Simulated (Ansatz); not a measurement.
Correlation energies of C$_{3}$H$_{9}$InS$_{3}$ (`C[S][In]([S]C)[S]C`) by basis set

Cartesian coordinates in Å:
```
C -1.7711 -2.4862 -1.1233
S -0.5103 -1.3924 -1.8529
In 0.0000 0.0004 -0.0001
S -1.1057 -0.3316 2.0735
C -0.3431 0.9790 3.0830
S 1.6154 1.7251 -0.2212
C 2.1142 1.5070 -1.9596
H -2.6446 -1.9254 -0.7942
H -2.0742 -3.1758 -1.9112
H -1.3681 -3.0615 -0.2911
H 0.7333 0.8398 3.1724
H -0.7893 0.9034 4.0746
H -0.5539 1.9681 2.6789
H 2.5546 0.5256 -2.1290
H 1.2753 1.6559 -2.6378
H 2.8675 2.2684 -2.1620
```

Total charge 0; spin multiplicity 1. Correlated methods include outer-core shells of In, which these sets cover unevenly. In takes the def2 core potential. All single points use the PBE0-D4/def2-TZVP geometry. It is one conformer, not always the lowest. Frozen core, restricted reference, the Gaussian-basis code of Ansatz.

| basis | HF (Eh) | MP2 corr. | CCSD corr. | (T) | CCSD(T) total |
| --- | --- | --- | --- | --- | --- |
| def2-SVP | ? | ? | ? | -0.03227 | ? |
| def2-TZVPP | -1500.82353 | ? | -1.41000 | -0.06186 | ? |
| def2-QZVPP | -1500.86380 | -1.61126 | – | – | – |

(1) Fill in the withheld values. (An estimate is asked.)

## Answers

(1) Ansatz gave: def2-SVP HF (Eh): -1500.26565; def2-SVP MP2 corr.: -0.90458; def2-SVP CCSD corr.: -0.99276; def2-SVP CCSD(T) total: -1501.29068; def2-TZVPP MP2 corr.: -1.34020; def2-TZVPP CCSD(T) total: -1502.29539.
